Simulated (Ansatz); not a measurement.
Cartesian coordinates in Å:
```
C 1.229 -0.678 -0.713
C 0.120 0.059 0.030
C 0.080 1.519 -0.407
C 0.352 -0.029 1.534
Ge -1.616 -0.789 -0.403
H 1.091 -0.635 -1.797
H 2.201 -0.223 -0.486
H 1.284 -1.731 -0.422
H -0.707 2.076 0.108
H -0.086 1.617 -1.483
H 1.035 2.007 -0.175
H 0.385 -1.066 1.881
H -0.428 0.490 2.097
H 1.311 0.436 1.795
H -1.882 -0.716 -1.920
H -1.608 -2.270 0.026
H -2.761 -0.067 0.335
```

Total charge 0; spin multiplicity 1.

**Question.** List the B3LYP/def2-TZVPP orbital energies in eV (Ansatz 0.2.0). (Best estimate.)

**Answer.** Computed: Occupied: -10849.78, -1354.17, -1205.07, -1205.07, -1205.06, -277.13, -276.62, -276.62, -276.62, -168.70, -118.96, -118.96, -118.93, -32.53, -32.53, -32.50, -32.45, -32.45, -22.14, -18.84, -18.84, -15.75, -14.17, -12.17, -12.11, -12.11, -10.77, -10.77, -10.14, -9.30, -9.30, -8.98, -8.98, -7.51. Lowest empty: 0.39, 1.15, 1.45, 1.45, 1.83, 2.26, 2.26, 2.51.

B3LYP here is the variant with VWN-RPA as its local correlation; programs differ in this.
